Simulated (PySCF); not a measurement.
sodium chloride (ClNa), singlet, geometry from GFN2-xTB (such geometries of metal compounds can be far from the true shape); M06/cc-pVTZ (PySCF).

The PySCF input:
```python
from pyscf import gto, scf, dft

mol = gto.Mole()
mol.atom = '''
    Na   -0.000000   -0.000000   -1.363281
    Cl    0.000000    0.000000    0.882123
'''
mol.basis = 'cc-pvtz'
mol.charge = 0
mol.spin = 0
mol.verbose = 3
mol.build()

mf = dft.RKS(mol)
mf.xc = 'm06'
mf.kernel()
mf.analyze()
```

### Question
What does PySCF print? Leave out banner, timings and long lists.

### Answer

```
converged SCF energy = -622.557247650113
**** MO energy ****
MO #1   energy= -101.612285621611  occ= 2
MO #2   energy= -38.6154700045675  occ= 2
MO #3   energy= -9.46433446647912  occ= 2
MO #4   energy= -7.17076514674794  occ= 2
MO #5   energy= -7.16987610387352  occ= 2
MO #6   energy= -7.1698761038735   occ= 2
MO #7   energy= -2.30529078520362  occ= 2
MO #8   energy= -1.2099506643903   occ= 2
MO #9   energy= -1.20995066439029  occ= 2
MO #10  energy= -1.20901789133308  occ= 2
MO #11  energy= -0.710417038824276 occ= 2
MO #12  energy= -0.253169612828419 occ= 2
MO #13  energy= -0.239222504155043 occ= 2
MO #14  energy= -0.239222504155038 occ= 2
MO #15  energy= -0.0868497152845933 occ= 0
MO #16  energy= -0.0301475834284864 occ= 0
MO #17  energy= -0.0301475834284773 occ= 0
MO #18  energy= -0.00889656363704372 occ= 0
MO #19  energy= 0.0189685893329363 occ= 0
MO #20  energy= 0.028578098751002  occ= 0
MO #21  energy= 0.0285780987510042 occ= 0
MO #22  energy= 0.0619779212625202 occ= 0
 ** Mulliken atomic charges  **
charge of    0Na =      0.82349
charge of    1Cl =     -0.82349
Dipole moment(X, Y, Z, Debye):  0.00000, -0.00000, -8.38432
```
